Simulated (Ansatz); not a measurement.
Geometry optimisation, RKS B3LYP/def2-SVP in Ansatz 0.2.0.

The input (input.yaml):

```yaml
crystal:
  periodic: [false, false, false]
  atoms:
    - { symbol: "N", position_ang: [-2.3663, -0.5011, 0.4172] }
    - { symbol: In, position_ang: [-0.8366, -0.9367, 1.6668] }
    - { symbol: B, position_ang: [1.1743, -0.4648, 0.9718] }
    - { symbol: Si, position_ang: [1.27, 0.2358, -0.83] }
    - { symbol: O, position_ang: [0.2555, 1.6508, -0.9008] }
    - { symbol: H, position_ang: [-2.1044, -0.5532, -0.5866] }
    - { symbol: H, position_ang: [-2.0012, 0.457, 0.7431] }
    - { symbol: H, position_ang: [-0.3976, -1.8248, 1.3936] }
    - { symbol: H, position_ang: [1.6352, 0.213, 1.9086] }
    - { symbol: H, position_ang: [2.5755, 0.5264, -1.2216] }
    - { symbol: H, position_ang: [0.6039, -0.7812, -1.7057] }
    - { symbol: H, position_ang: [0.66796, 2.28561, -0.30849] }
basis:
  gaussian: { orbitals: def2-SVP }
hamiltonian:
  xc: b3lyp
relax:
  f_tol: 0.015
  max_steps: 40
```

Run as:

```bash
$ ansatz run input.yaml --threads 2 --pin off --max-ram 3072MiB --backend cpu --events-out ev --progress --plain --runs-dir out
```

Question: Where does it end, and by what steps?

Answer: The forces met the threshold. After 37 steps the energy has fallen by 13.642 eV; H6 moved furthest, 2.41 Å. The start is strongly strained (largest force component 39 eV/Å).

```json
{"step": "0", "energy less start (eV)": "0.0000", "largest force component (eV/Å)": "38.962", "accepted": "yes"}
{"step": "2", "energy less start (eV)": "-10.7032", "largest force component (eV/Å)": "4.638", "accepted": "yes"}
{"step": "4", "energy less start (eV)": "-12.4963", "largest force component (eV/Å)": "0.529", "accepted": "yes"}
{"step": "6", "energy less start (eV)": "-13.0013", "largest force component (eV/Å)": "0.539", "accepted": "yes"}
{"step": "8", "energy less start (eV)": "-13.2466", "largest force component (eV/Å)": "0.556", "accepted": "yes"}
{"step": "10", "energy less start (eV)": "-13.3730", "largest force component (eV/Å)": "0.653", "accepted": "yes"}
{"step": "12", "energy less start (eV)": "-13.4854", "largest force component (eV/Å)": "0.215", "accepted": "yes"}
{"step": "14", "energy less start (eV)": "-13.5176", "largest force component (eV/Å)": "0.425", "accepted": "yes"}
{"step": "16", "energy less start (eV)": "-13.5397", "largest force component (eV/Å)": "0.210", "accepted": "yes"}
{"step": "18", "energy less start (eV)": "-13.5589", "largest force component (eV/Å)": "0.394", "accepted": "yes"}
{"step": "20", "energy less start (eV)": "-13.5708", "largest force component (eV/Å)": "0.471", "accepted": "yes"}
{"step": "22", "energy less start (eV)": "-13.5877", "largest force component (eV/Å)": "0.542", "accepted": "yes"}
{"step": "24", "energy less start (eV)": "-13.6190", "largest force component (eV/Å)": "0.286", "accepted": "yes"}
{"step": "26", "energy less start (eV)": "-13.6342", "largest force component (eV/Å)": "0.072", "accepted": "yes"}
{"step": "28", "energy less start (eV)": "-13.6377", "largest force component (eV/Å)": "0.180", "accepted": "yes"}
{"step": "30", "energy less start (eV)": "-13.6403", "largest force component (eV/Å)": "0.079", "accepted": "yes"}
{"step": "32", "energy less start (eV)": "-13.6410", "largest force component (eV/Å)": "0.064", "accepted": "yes"}
{"step": "34", "energy less start (eV)": "-13.6414", "largest force component (eV/Å)": "0.028", "accepted": "yes"}
{"step": "36", "energy less start (eV)": "-13.6416", "largest force component (eV/Å)": "0.018", "accepted": "yes"}
{"step": "37", "energy less start (eV)": "-13.6417", "largest force component (eV/Å)": "0.013", "accepted": "yes"}
```

```xyz
12
Properties=species:S:1:pos:R:3
N -2.753 -1.070 0.748
In -0.771 -1.247 1.200
B 0.609 0.501 0.761
Si 1.516 0.735 -1.015
O 2.242 2.221 -1.305
H -3.445 -1.766 1.008
H -3.203 -0.221 0.419
H -0.435 -2.820 1.859
H 0.842 1.245 1.686
H 2.515 -0.393 -1.068
H 0.568 0.546 -2.150
H 2.792 2.575 -0.596
```

Whether the end is a true minimum wasn't checked by a vibrational analysis.

The run took 98 s on 2 threads of Intel(R) Xeon(R) 6975P-C (Granite Rapids), on a shared host, peak memory 0.34 GiB.
